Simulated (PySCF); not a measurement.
Gas-phase equilibrium of 1 mol GeCl4, 0.55 mol O2 at 1400 K and 0.100 bar, among 12 species (ClO, O2, O, GeCl3, Ge2O2, O3, GeCl4, Cl, Cl2, GeO2, GeCl2, GeO). Only gases are allowed; each row takes one source of thermochemistry for all species, and Cantera finds the minimum.

Method: PySCF energies plus ideal-gas RRHO corrections (1 bar). † marks an energy on the PBE0/def2-TZVP geometry and frequencies; other levels use their own. 6-31G* has spherical d functions here. Open shells (unrestricted) among the columns below: ClO (multiplicity 2, electronic degeneracy 4), O2 (multiplicity 3), GeCl3 (multiplicity 2), Cl (multiplicity 2, electronic degeneracy 6); the rest are closed-shell singlets. Spin-orbit splitting is ignored; it lowers the true energy and changes the entropy of ClO, Cl. B3LYP is the form with VWN-RPA correlation. Ge: all electrons, no relativistic terms. GeCl3: computed as isolated molecules; such fragments, hydroxides, amides, oligomers or adducts are transient or little studied in the gas. The harmonic model lacks anharmonicity and excited electronic states, which grow with temperature; levels with a mode under 35 cm⁻¹ are left out.

Molecules larger than those listed are left out, and so are free Ge atoms, whose spin-orbit terms are large. Also missing: (GeO)n, which can matter at low temperature or high pressure.

With B3LYP/6-31G* thermochemistry: GeCl4 0.40, O2 0.29, Cl 0.13, GeCl2 0.12, Cl2 0.053, GeCl3 0.0015, GeO 0.00016, ClO 5.2e-5.

**Question.** How far does the composition move with the other sources (B3LYP/def2-TZVP†, PBE/def2-SVP, PBE0/def2-TZVP, r2SCAN/def2-TZVP†, LDA/def2-TZVP†)?

**Answer.** 
```tsv
thermochemistry	x GeCl4	x O2	x Cl	x GeCl2	x Cl2	x GeCl3	x GeO	x ClO
B3LYP/6-31G*	0.40	0.29	0.13	0.12	0.053	0.0015	0.00016	5.2e-5
B3LYP/def2-TZVP†	0.43	0.30	0.060	0.12	0.092	0.0011	0.00098	0.00018
PBE/def2-SVP	0.58	0.34	0.011	0.034	0.030	0.0011	8.8e-5	1.4e-5
PBE0/def2-TZVP	0.60	0.34	0.013	0.025	0.019	0.00072	0.00015	5.3e-5
r2SCAN/def2-TZVP†	0.62	0.35	0.0092	0.013	0.0095	0.00085	0.00018	5.0e-5
LDA/def2-TZVP†	0.62	0.35	0.00018	0.016	0.018	0.00040	0.00073	5.3e-5
```
The most sensitive of these is Cl: it spans a factor of 10^2.9 over these rows; at this temperature one factor of ten is RT ln 10 = 27 kJ/mol.
